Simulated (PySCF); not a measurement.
Al(F)(Cl)(Et), SMILES C[CH2][Al]([F])[Cl], singlet (PBE0/def2-SVP optimised geometry):

```
10

Al     0.491     0.476     0.000
F     -0.227     1.976     0.000
Cl     2.588     0.476     0.000
C     -0.558    -1.157    -0.002
C     -2.078    -0.999     0.005
H     -0.219    -1.753     0.867
H     -0.226    -1.745    -0.878
H     -2.437    -0.442    -0.875
H     -2.431    -0.452     0.892
H     -2.588    -1.976     0.001
```

Method: PBE0/def2-TZVP in PySCF.

Problem. What are the frontier orbital energies and the dipole moment?

Solution. HOMO-2 -9.49 eV, HOMO-1 -9.37 eV, HOMO -8.42 eV, LUMO -0.58 eV, LUMO+1 -0.56 eV; dipole moment 2.37 D.

On the same geometry PBE/def2-TZVP run with PySCF gives HOMO-2 -8.06 eV, HOMO-1 -7.91 eV, HOMO -7.13 eV, LUMO -1.38 eV, LUMO+1 -1.36 eV; dipole moment 2.32 D.

Meta-Löwdin charges at PBE0/def2-TZVP: Al1 1.09, F2 -0.54, Cl3 -0.33, C4 -0.51, C5 -0.32, H6 0.13, H7 0.13, H8 0.11, H9 0.11, H10 0.12.
